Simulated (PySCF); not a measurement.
C₆ coefficients of unlike pairs at PBE0

Calculated with PySCF 2.14 from the dipole response of each species, C₆(A,B) = (3/π) ∫ α_A(iu) α_B(iu) du, in atomic units, from isotropic polarisabilities. For ions this is the dispersion term alone; charge-induced terms of lower order in 1/R come first.

```
species      configuration                          basis     relativity  α (bohr³)  C₆ (like pair)
      S  [Ne] 3s2 3p4 (3P)   aug-cc-pV(Q+d)Z (7s6p5d3f2g)           none      20.10           137.7
    Rb⁺          [Kr] (1S)  aug-cc-pwCVTZ-X2C (10s9p7d3f)  spin-free X2C      9.269           55.13
   Ar³⁺  [Ne] 3s2 3p3 (4S)       aug-cc-pV(D+d)Z (5s4p3d)           none      3.584           9.648
     K⁺          [Ar] (1S)           def2-TZVPPD (6s5p3d)           none      5.287           22.16
```

**Question.** Estimate C₆ for K⁺ with Ar³⁺.

**Answer.** The integral gives 14.61. The combination rule 2 C_A C_B / (C_A α_B/α_A + C_B α_A/α_B) gives 14.62 and the geometric mean 14.62.

No spin-orbit coupling is included.

The other pairs:

```csv
pair,C₆
"Ar³⁺, S",34.14
"K⁺, S",51.34
"Ar³⁺, Rb⁺",22.98
"Rb⁺, S",83.65
"K⁺, Rb⁺",34.77
```
